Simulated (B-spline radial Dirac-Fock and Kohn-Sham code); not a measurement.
Elastic scattering of 2 keV electrons by the Sr atom

Model: relativistic (Dirac) partial waves in the static field of the Dirac-Fock atom with Furness-McCarthy exchange, without polarisation or absorption potentials. Program: a radial finite-basis atomic code.

The run's input, task.json:

```json
{"items": [{
  "Z": 38,
  "q": 0,
  "cfg": [[1, 0, 2], [2, 0, 2], [2, 1, 6], [3, 0, 2], [3, 1, 6], [3, 2, 10], [4, 0, 2], [4, 1, 6], [5, 0, 2]],
  "A": 88,
  "rrms": 4.224,
  "do": "elastic",
  "energies": [[2000, 0]],
  "theta": [0, 1, 2, 3, 5, 7, 10, 15, 20, 25, 30, 40, 50, 60, 70, 80, 90, 100, 110, 120, 130, 140, 150, 160, 170, 180]
}]}
```

Command: `python xray2_run.py task.json out`

```tsv
θ (°)	dσ/dΩ (a₀²/sr)	Sherman function
0	389	0.000
1	339	0.000
2	235	0.000
3	143	0.000
5	53.1	0.000
7	24.3	0.000
10	9.59	0.000
15	2.93	0.000
20	1.30	-0.001
25	0.676	-0.002
30	0.392	-0.004
40	0.178	-0.004
50	0.105	0.005
60	0.0690	0.019
70	0.0485	0.031
80	0.0363	0.030
90	0.0292	0.011
100	0.0264	-0.019
110	0.0272	-0.045
120	0.0311	-0.055
130	0.0375	-0.051
140	0.0452	-0.041
150	0.0530	-0.030
160	0.0596	-0.019
170	0.0641	-0.009
180	0.0657	0.000
```

The total elastic cross section is 6.87 a₀², the first transport cross section 0.627 a₀² and the second, weighted with (3/2) sin²θ, 0.832 a₀². The mean deflection is ⟨1 − cos θ⟩ = 0.0912, and 3.3 % of the collisions scatter beyond 90°.

On this grid of angles the cross section has a minimum near 100°.

Phase shifts modulo π (rad) for κ = −1 to −5: -0.521, 1.075, -0.179, -1.052, 1.527.

Values without a named source are computed, but for edge energies of neutral atoms, which are taken from tables.
